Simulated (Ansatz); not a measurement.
Calculated with Ansatz (gas phase, PBE0-D4/def2-TZVP geometries, no zero-point term in ΔE). CCSD(T)/CBS adds triple-zeta CCSD(T) − MP2 to the extrapolated MP2 energy (def2 sets, frozen cores). This one scheme is used for every species. DFT in def2-TZVPP. One conformer a species, not always the lowest.

Consider the cleavage of the Si–B bond: `ClB(Cl)[Si](Cl)(Cl)Cl` + `N=C=O` → `O=C=N[Si](Cl)(Cl)Cl` + `ClBCl`.

**Question.** Is it downhill or uphill in electronic energy at CCSD(T)/CBS, and by how much? (An estimate is asked.)

**Answer.** The calculation gave: Downhill: ΔE = -25.4 kcal/mol.

**Question.** What do these levels give: B97M-V, PBE0-D4, revPBE, r2SCAN, SCS-MP2/def2-TZVPP, CCSD/def2-TZVPP? (Estimate.)

**Answer.** Computed: B97M-V -25.5, PBE0-D4 -23.0, revPBE -21.5, r2SCAN -24.8, SCS-MP2/def2-TZVPP -27.9, CCSD/def2-TZVPP -27.1 kcal/mol.

Largest T1 diagnostic among the species: 0.018.

The D4 term adds +1.8 kcal/mol with B3LYP and +1.0 kcal/mol with PBE0; it sums over pairs of atoms, weighted by their polarisabilities, and B3LYP, whose exchange is more repulsive, gets the larger term. From PBE to PBE0 (25 % exact exchange), in def2-TZVPP and without D4, ΔE moves by −2.7 kcal/mol. In def2-TZVPP, CCSD(T) changes the Hartree–Fock value by +7.3 kcal/mol (the triples alone add +1.2 kcal/mol) and MP2 by +5.8 kcal/mol.

B3LYP here is the variant with VWN-RPA as its local correlation; programs differ in this.
